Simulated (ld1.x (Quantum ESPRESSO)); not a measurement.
# B (Z = 5): one change to a TM potential, before and after

ld1.x (Quantum ESPRESSO) 7.5 input, shortened:

```
&input
   title='B', zed=5., rel=1, dft='PBE', iswitch=3,
   config='[He] 2s1.5 2p0'
 /
 &inputp
   pseudotype=2, tm=.true., lloc=-1, rcloc=3.00,
   nlcc=.true., rcore=0.70
 /
2
2S  1  0   1.50   0.00  0.90  0.90  0.0
2P  2  1   0.00   0.00  3.20  3.20  0.0
 &test
   configts(1)='2s1.5 2p0'
 /
```

Change: wave 2p (bound): rc 3.20 bohr becomes 2p (bound): rc 4.30 bohr.

Cutoffs: the cutoffs (Ry, on a coarse ladder) from which the occupation-weighted sum of valence levels, in a spherical-Bessel basis at the reference potential, stays within 10 and 1 mRy of its value at 400 Ry; they do not see the model core or the augmentation charge, which bear on the density cutoff. Errors are all-electron minus pseudo energies relative to the spin-unpolarised reference configuration.

Task: Predict the effect on cutoff, ghosts and configuration errors.

Result: The potential gets neither clearly harder nor softer (80 Ry and 180 Ry → 80 Ry and 180 Ry); the number of tests that count goes from 7 to 6; of the 6 tests that both files solve, the error grows in 4 and shrinks in 0 by more than 15 % and 0.3 meV (median size 124.0 → 293.4 meV); neither file shows a bound ghost at the reference potential, the only one tested. More of the atom is replaced by a form fitted at one configuration, so other configurations suffer.

| quantity | base | changed |
| --- | --- | --- |
| cutoff, loose | 80 Ry | 80 Ry |
| cutoff, tight | 180 Ry | 180 Ry |
| bound ghosts | none | none |
| tests counted (converged, no solver errors) | 7 of 7 | 6 of 7 |
| error for 2s2 2p1, meV [ΔE -19.43 eV] | +223 | +597 |
| error for 2s2 2p0, meV [ΔE -11.21 eV] | +13 | +13 |
| error for 2s1 2p0, meV [ΔE 14.21 eV] | +15 | +15 |
| error for 2s1 2p1, meV [ΔE -5.07 eV] | +125 | +304 |
| error for 2s1 2p2, meV [ΔE -13.58 eV] | +356 | +1073 |
| error for 2s2 2p0.5, meV [ΔE -16.54 eV] | +123 | +283 |

Changed file: Tests not counted: 2s2 2p1.3 (solver errors, printed error -50.1 eV).
